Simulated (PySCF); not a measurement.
Compound: WNCl3 (singlet state).
Bonds: W1–N2, W1–Cl3, W1–Cl4, W1–Cl5.

Computed by this run: PySCF 2.14.0, PBE0-D3(BJ)/def2-SVP geometry optimisation, gas phase, def2 core potentials past Kr; density fitting, grid level 1; the optimiser is geomeTRIC in internal coordinates, started from a GFN2-xTB structure with every atom displaced at random (about 0.03 Å).

The end geometry, which sets the zero of energy:
```
atom  x, y, z in Å
W1      0.0176   -0.0215   -0.0064
N2      0.1909   -0.0245    1.6364
Cl3     2.1390   -0.0267   -0.7951
Cl4    -1.1333    1.8760   -0.4456
Cl5    -1.1394   -1.9138   -0.4515
```

**Question.** These geometries come from the run, each turned onto the end geometry. Order them by energy, lowest first.
A.
```
atom  x, y, z in Å
W1      0.0224   -0.0159   -0.0116
N2      0.1874   -0.0221    1.6239
Cl3     2.1392   -0.0413   -0.7899
Cl4    -1.1440    1.8807   -0.4360
Cl5    -1.1301   -1.9118   -0.4486
```
B.
```
atom  x, y, z in Å
W1      0.0067   -0.0283   -0.0048
N2      0.1903   -0.0313    1.6588
Cl3     2.1442   -0.0032   -0.8071
Cl4    -1.1141    1.8895   -0.4582
Cl5    -1.1522   -1.9371   -0.4508
```
C.
```
atom  x, y, z in Å
W1      0.0102   -0.0340    0.0215
N2      0.1893   -0.0301    1.6278
Cl3     2.1346    0.0069   -0.8029
Cl4    -1.1032    1.8869   -0.4589
Cl5    -1.1561   -1.9402   -0.4496
```
D.
```
atom  x, y, z in Å
W1      0.0629   -0.0759   -0.0043
N2      0.1710   -0.0084    1.7105
Cl3     1.9894    0.0179   -0.8166
Cl4    -1.0439    1.8330   -0.4745
Cl5    -1.1046   -1.8771   -0.4772
```

**Answer.** A (0.004 eV), B (0.026 eV), C (0.060 eV), D (0.577 eV).

In the order of the answer:

```
step  E above end (eV)  largest force (eV/Å)  rms force component (eV/Å)  rms distance from end (Å)  rms bond change (Å)  bond most changed (Å)
   5             0.004                  0.55                       0.201                      0.013                0.006           W1–N2 -0.008
   2             0.026                  1.42                       0.503                      0.024                0.017           W1–N2 +0.022
   1             0.060                  2.93                       1.015                      0.030                0.023           W1–N2 -0.036
   0             0.577                  6.75                       2.335                      0.100                0.097          W1–Cl3 -0.171
```

The cost below is that of the whole optimisation. The run took 57 s of wall time on Arm Neoverse V2, one thread, no GPU, shared host with 96 logical CPUs at a one-minute load of 87, and the process peaked at 0.39 GiB of memory.
